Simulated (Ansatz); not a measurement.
Conformers of Cl₂GeH₄OSSi, SMILES `O[SiH](Cl)[S][GeH2][Cl]`, each relaxed with PBE0-D4/def2-TZVP in Ansatz. CBS adds the triple-zeta coupled-cluster correction to the MP2 limit.

Outer-core shells of Ge are correlated without core-valence functions. Scalar relativity is left out up to krypton. Spin–orbit coupling is left out.

Not all of them had a frequency check.

Conformer A:

Cartesian coordinates in Å:
```
O 1.469 -0.744 0.190
Si 0.642 -0.511 -1.199
Cl 0.985 -2.008 -2.551
S -1.423 -0.582 -0.739
Ge -1.357 0.518 1.185
Cl -0.319 2.392 0.922
H 2.364 -0.402 0.240
H 1.053 0.748 -1.850
H -0.604 -0.255 2.267
H -2.811 0.844 1.536
```

Conformer B:

```xyz
10

O     0.296   -2.749    0.661
Si    0.486   -1.273    0.003
Cl   -0.452   -1.144   -1.821
S    -0.347    0.150    1.350
Ge   -0.479    1.946    0.059
Cl    1.429    2.310   -0.869
H    -0.588   -3.034    0.900
H     1.927   -1.088   -0.217
H    -1.495    1.766   -1.068
H    -0.777    3.116    1.000
```

**Question.** Which is lowest in electronic energy at CCSD(T)/CBS (frozen core, def2 sets), and by how much? (An estimate is asked.)

**Answer.** Computed: B; A lies 2.5 kJ/mol higher.

**Question.** Give the energies relative to B (kJ/mol) with r2SCAN-D4/def2-TZVPP, PBE/def2-TZVPP, B3LYP/def2-TZVPP, MP2/def2-TZVPP, SCS-MP2/def2-TZVPP, MP2/CBS(def2), CCSD/CBS(def2). (Best estimate.)

**Answer.** Computed: 
```json
{"level": "r2SCAN-D4/def2-TZVPP", "A": "2.1"}
{"level": "PBE/def2-TZVPP", "A": "2.5"}
{"level": "B3LYP/def2-TZVPP", "A": "1.5"}
{"level": "MP2/def2-TZVPP", "A": "2.3"}
{"level": "SCS-MP2/def2-TZVPP", "A": "1.9"}
{"level": "MP2/CBS(def2)", "A": "3.2"}
{"level": "CCSD/CBS(def2)", "A": "2.1"}
```

B3LYP here is the variant with VWN-RPA as its local correlation; programs differ in this.
